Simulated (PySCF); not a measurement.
C₉H₁₂O, SMILES CCc1ccc(OC)cc1. Coordinates come from a B3LYP-D3(BJ)/def2-SVP optimisation. One conformer was computed; it need not be the lowest.

Computed equilibrium geometry at B3LYP-D3(BJ)/def2-SVP (PySCF confirms it by a frequency run) as bond lengths and angles (one conformer of several):
Atoms: C1 C2 C3 C4 C5 C6 O7 C8 C9 C10 H11 H12 H13 H14 H15 H16 H17 H18 H19 H20 H21 H22. Bond lengths (Å): C1–C2 1.535, C1–H11 1.102, C1–H12 1.102, C1–H13 1.102, C2–C3 1.511, C2–H14 1.103, C2–H15 1.103, C3–C4 1.406, C3–C10 1.398, C4–C5 1.390, C4–H16 1.094, C5–C6 1.405, C5–H17 1.092, C6–O7 1.359, C6–C9 1.401, O7–C8 1.407, C8–H18 1.105, C8–H19 1.098, C8–H20 1.105, C9–C10 1.400, C9–H21 1.090, C10–H22 1.094. Bond angles (°): C2–C1–H11 110.9, C2–C1–H12 110.9, C2–C1–H13 111.4, H11–C1–H12 107.4, H11–C1–H13 108.1, H12–C1–H13 108.0, C1–C2–C3 112.8, C1–C2–H14 109.3, C1–C2–H15 109.4, C3–C2–H14 109.4, C3–C2–H15 109.4, H14–C2–H15 106.3, C2–C3–C4 121.0, C2–C3–C10 121.4, C4–C3–C10 117.5, C3–C4–C5 121.5, C3–C4–H16 119.3, C5–C4–H16 119.1, C4–C5–C6 120.2, C4–C5–H17 121.5, C6–C5–H17 118.3, C5–C6–O7 116.3, C5–C6–C9 119.2, O7–C6–C9 124.5, C6–O7–C8 118.8, O7–C8–H18 111.9, O7–C8–H19 106.7, O7–C8–H20 111.9, H18–C8–H19 108.9, H18–C8–H20 108.5, H19–C8–H20 108.9, C6–C9–C10 119.6, C6–C9–H21 121.1, C10–C9–H21 119.3, C3–C10–C9 121.9, C3–C10–H22 119.3, C9–C10–H22 118.8.
